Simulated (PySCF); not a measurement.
SMILES OB([SiH2]CB(O)O)O, GFN2-xTB optimised geometry.

```
16

O      1.92    -1.59    -0.36
B      0.78    -2.33    -0.54
O      0.76    -3.14    -1.63
C     -0.42    -2.14     0.46
Si    -1.44    -0.57    -0.01
B     -0.29     1.04     0.00
O      1.06     1.04     0.00
O     -0.90     2.25     0.00
H      2.58    -1.76    -1.03
H     -0.04    -3.65    -1.77
H     -0.05    -1.99     1.47
H     -1.08    -3.00     0.48
H     -2.06    -0.88    -1.32
H     -2.58    -0.58     0.92
H      1.50     0.18    -0.01
H     -0.30     3.00     0.00
```

Density from CAM-B3LYP/def2-TZVP run with PySCF 2.14.0 at that geometry.

Minimum of the electron density along straight lines between bonded atoms, close to the bond critical point (lines longer than 1.1 times the sum of covalent radii, or with two minima, are not listed):

| bond | length / Å | ρ at the minimum / e bohr⁻³ | ∇²ρ there / e bohr⁻⁵ | position (fraction from the first atom) |
|---|---|---|---|---|
| O1–B2 | 1.368 | 0.207 | 0.86 | 0.67 |
| B2–O3 | 1.361 | 0.211 | 0.90 | 0.33 |
| B2–C4 | 1.572 | [?] | [?] | 0.34 |
| C4–Si5 | 1.928 | 0.109 | [?] | 0.61 |
| Si5–B6 | 1.978 | 0.122 | -0.05 | 0.39 |
| B6–O7 | 1.356 | 0.213 | 0.94 | 0.33 |
| B6–O8 | 1.356 | 0.213 | 0.94 | 0.33 |
| O1–H9 | 0.959 | 0.359 | -2.49 | 0.81 |
| O3–H10 | 0.955 | 0.363 | -2.52 | 0.81 |
| C4–H11 | 1.089 | 0.272 | -0.90 | 0.64 |
| C4–H12 | 1.088 | 0.273 | -0.90 | 0.64 |
| Si5–H13 | 1.483 | 0.120 | 0.17 | 0.49 |
| Si5–H14 | 1.476 | 0.122 | 0.17 | 0.49 |
| O7–H15 | 0.965 | 0.349 | -2.44 | 0.82 |
| O8–H16 | 0.961 | 0.358 | -2.45 | 0.81 |

Problem. Fill in the missing entries.

Solution. 
- B2–C4, ρ at the minimum / e bohr⁻³: 0.191
- B2–C4, ∇²ρ there / e bohr⁻⁵: -0.40
- C4–Si5, ∇²ρ there / e bohr⁻⁵: 0.13
